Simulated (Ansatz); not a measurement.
Geometry optimisation, RKS PBE/def2-SVP (Ansatz).

input.yaml

```yaml
crystal:
  periodic: [false, false, false]
  atoms:
    - { symbol: W, position_ang: [0.189795, 0.201836, -0.267086] }
    - { symbol: F, position_ang: [0.806111, -0.02896, 2.725587] }
    - { symbol: F, position_ang: [1.580564, -0.86852, 0.349577] }
    - { symbol: F, position_ang: [-0.743744, 1.705451, -0.881645] }
    - { symbol: F, position_ang: [-1.164653, 0.165537, 1.031454] }
    - { symbol: F, position_ang: [-0.63601, -1.384381, -0.863736] }
    - { symbol: F, position_ang: [0.921304, 0.259567, -1.990677] }
    - { symbol: "N", position_ang: [1.360369, 1.620283, 0.606464] }
    - { symbol: H, position_ang: [2.244487, 1.411517, 1.083307] }
    - { symbol: H, position_ang: [1.204588, 2.627666, 0.480659] }
    - { symbol: H, position_ang: [0.529389, 0.844804, 2.559095] }
basis:
  gaussian: { orbitals: def2-SVP }
hamiltonian:
  xc: pbe
relax:
  f_tol: 0.03
  max_steps: 50
```

Command:

```bash
$ ansatz run input.yaml --threads 4 --pin off --max-ram 5120MiB --backend cpu --events-out ev --progress --plain --runs-dir out
```

Question: Where does it end, and by what steps?

Answer: It converged. After 18 steps the energy has fallen by 0.398 eV; F2 moved furthest, 0.74 Å.

| step | energy less start (eV) | largest force component (eV/Å) | accepted |
| --- | --- | --- | --- |
| 0 | 0.0000 | 0.985 | yes |
| 1 | -0.1065 | 0.775 | yes |
| 2 | -0.1275 | 1.372 | yes |
| 3 | -0.1869 | 0.549 | yes |
| 4 | -0.2396 | 0.288 | yes |
| 5 | -0.2716 | 0.328 | yes |
| 6 | -0.1433 | 3.143 | no |
| 7 | -0.3012 | 0.359 | yes |
| 8 | -0.3320 | 0.402 | yes |
| 9 | -0.3592 | 0.179 | yes |
| 10 | -0.3363 | 0.356 | no |
| 11 | -0.3724 | 0.117 | yes |
| 12 | -0.3819 | 0.112 | yes |
| 13 | -0.3867 | 0.227 | yes |
| 14 | -0.3921 | 0.168 | yes |
| 15 | -0.3941 | 0.225 | yes |
| 16 | -0.3977 | 0.056 | yes |
| 17 | -0.3979 | 0.050 | yes |
| 18 | -0.3982 | 0.021 | yes |

```xyz
11
Properties=species:S:1:pos:R:3
W 0.282 0.225 -0.396
F 1.165 0.537 3.042
F 1.495 -1.016 0.277
F -0.713 1.675 -1.031
F -0.679 -0.035 1.254
F -1.062 -0.912 -1.085
F 1.180 0.105 -2.031
N 1.318 1.631 0.456
H 1.834 1.426 1.331
H 1.135 2.638 0.365
H 0.339 0.281 2.650
```

Whether the end is a true minimum wasn't checked by a vibrational analysis.

Run time: 36 s on 4 threads of Arm Neoverse V2, on a shared host, peak memory 0.22 GiB.
